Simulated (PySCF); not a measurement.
CrH2O4, SMILES [O]=[Cr](=[O])([OH])[OH], multiplicity 1. Atoms are numbered in the order given.

```xyz
7

Cr     0.0000     0.0000     0.0482
O      0.0000     1.2478     0.9687
O      0.0000    -1.2478     0.9687
O     -1.4043     0.0000    -0.9644
H     -2.3078     0.0000    -0.6137
O      1.4043     0.0000    -0.9644
H      2.3078     0.0000    -0.6137
```
Charge 0, spin multiplicity 1.

The structure is a stationary point at B3LYP-D3(BJ)/def2-SVP. A frequency run showed that this geometry is not a minimum. The spin state was assumed, not searched. Other conformers were not sampled.

Level of theory: PySCF with B3LYP-D3(BJ)/def2-SVP.

Frequencies are harmonic and unscaled.

| mode | ν (cm⁻¹) | IR (km/mol) | moving atoms (share of kinetic energy) |
|---|---|---|---|
| 1 | 285i | 0.0 | H 91 %, O 9 % |
| 2 | 207i | 321.9 | H 96 % |
| 3 | 253 | 6.1 | O 77 %, H 14 %, Cr 9 % |
| 4 | 309 | 0.0 | O 100 % |
| 5 | 316 | 8.2 | O 74 %, Cr 25 % |
| 6 | 329 | 27.5 | O 66 %, Cr 20 %, H 14 % |
| 7 | 443 | 0.1 | O 89 %, Cr 11 % |
| 8 | 607 | 200.0 | H 57 %, O 42 % |
| 9 | 714 | 99.3 | H 88 %, O 11 % |
| 10 | 761 | 96.9 | O 84 %, Cr 14 % |
| 11 | 851 | 62.9 | O 41 %, Cr 35 %, H 24 % |
| 12 | 1120 | 112.2 | O 78 %, Cr 22 % |
| 13 | 1123 | 172.1 | O 70 %, Cr 30 % |
| 14 | 3820 | 462.1 | H 94 % |
| 15 | 3825 | 2.5 | H 94 % |
